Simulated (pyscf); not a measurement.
**Cl–GeH₃, singlet**

Gas-phase minimum from PySCF at ωB97X-D3(BJ)/def2-SVP, one conformer. 

```
Ge
H 1 1.5311
H 1 1.5311 2 111.46
H 1 1.5311 2 111.46 3 -125.24
Cl 1 2.1600 2 107.40 4 -117.38
```
Charge 0, spin multiplicity 1.

Properties at ωB97X-D3(BJ)/def2-SVP:

```json
{
  "harmonic_wavenumbers_unscaled": "440, 617, 617, 888, 893, 893, 2219, 2220, 2220 cm⁻¹",
  "zero_point_energy": "15.7 kcal/mol",
  "rotational_symmetry_number": "3",
  "Entropy of this conformer at 298 K and 1 atm, rigid rotor and harmonic oscillator, modes under 100 cm⁻¹ raised to 100": "263.1 J/(mol K)",
  "dipole_moment": "2.03 D"
}
```

Single-point totals, which compare only within one level (frozen core for MP2 and CC):

```tsv
level	total energy (hartree)
ωB97X-D3(BJ)/def2-TZVP	-2539.01862
PBE/def2-TZVP	-2538.53663
r²SCAN/def2-TZVP	-2539.00806
B3LYP-D3(BJ)/def2-TZVP	-2539.12120
PBE0-D3(BJ)/def2-TZVP	-2538.63578
M06-2X/def2-TZVP	-2539.03131
ωB97M-D3(BJ)/def2-TZVP	-2539.11819
HF/def2-TZVPP	-2536.66291
MP2/def2-TZVPP	-2537.11635
CCSD/def2-TZVPP	-2537.14529
CCSD(T)/def2-TZVPP	-2537.16265
```

The CCSD(T) − MP2 part came from Ansatz, without density fitting, on the same reference. The frozen core leaves the outer d or s,p core shells of the metals and heavy elements correlated in the MP2 and CC values, and def2-TZVPP describes them poorly, so these totals are far from the basis limit. Elements up to Kr have no core potential and no relativistic terms here.
